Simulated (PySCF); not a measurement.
C₅H₉N. Atoms are numbered in the order given.

```xyz
15

C      2.4427     0.0850     0.0000
C      1.1150     0.0415     0.0000
C      0.0315    -0.0344    -1.0594
N     -0.9220    -0.4152     0.0000
C     -2.2364     0.1691     0.0000
C      0.0315    -0.0344     1.0594
H      3.0105     0.1033    -0.9347
H      3.0105     0.1033     0.9347
H     -0.1822     0.9585    -1.5140
H      0.1559    -0.7701    -1.8740
H     -2.2247     1.2853     0.0000
H     -2.7979    -0.1618    -0.8887
H     -2.7979    -0.1618     0.8887
H      0.1559    -0.7701     1.8740
H     -0.1822     0.9585     1.5140
```
Charge 0, spin multiplicity 1.

Coordinates come from a B3LYP-D3(BJ)/def2-SVP optimisation.

The numbers are results of PBE/pcSseg-1 in PySCF, not measurements.

GIAO shieldings, no solvent; atoms listed in one row are averaged. δ = σ(ref) − σ: ¹³C against TMS (σ = 182.0 ppm); ¹⁵N against NH3 (σ = 267.0 ppm); ¹H against TMS (σ = 31.49 ppm), references at their B3LYP-D3(BJ)/def2-TZVP geometries, non-relativistic.

Computed chemical shifts:
```csv
nucleus,atoms,count,δ (ppm)
¹³C,C2,1,153.1
¹³C,C1,1,111.1
¹³C,"C3, C6",2,70.6
¹³C,C5,1,48.3
¹⁵N,N4,1,41.4
¹H,"H7, H8",2,5.37
¹H,"H14, H10",2,4.39
¹H,"H15, H9",2,3.69
¹H,"H11, H12, H13",3,2.51
```
